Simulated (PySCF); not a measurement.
In(Cl)(vinyl)(OH) (C₂H₄ClInO), SMILES [CH](=C)[In]([Cl])[OH].

Coordinates come from a B3LYP-D3(BJ)/def2-SVP optimisation. The structure was generated by enumeration; whether it is a known compound was not checked. The def2 effective core potentials stand for the cores of In; spin–orbit coupling is left out. One conformer was computed; it need not be the lowest.

The numbers are results of PBE/def2-TZVP (PySCF), not measurements.

Q: Estimate the frontier levels, gap, dipole moment and polarisability. (The exact figures need the calculation; the answer reports its results.)

A: 
```json
{
 "highest_occupied_level": "-6.93 eV",
 "lowest_empty_level": "-2.49 eV",
 "orbital_gap": "4.44 eV",
 "dipole_moment": "2.46 D",
 "quadrupole, principal values (traceless, Buckingham form, about the centre of nuclear charge)": "-10.09, 1.29, 8.80 D·Å",
 "mean_static_polarisability": "78.9 bohr³ (11.70 Å³)",
 "polarisability_principal_values": "49.0, 76.3, 111.6 bohr³"
}
```
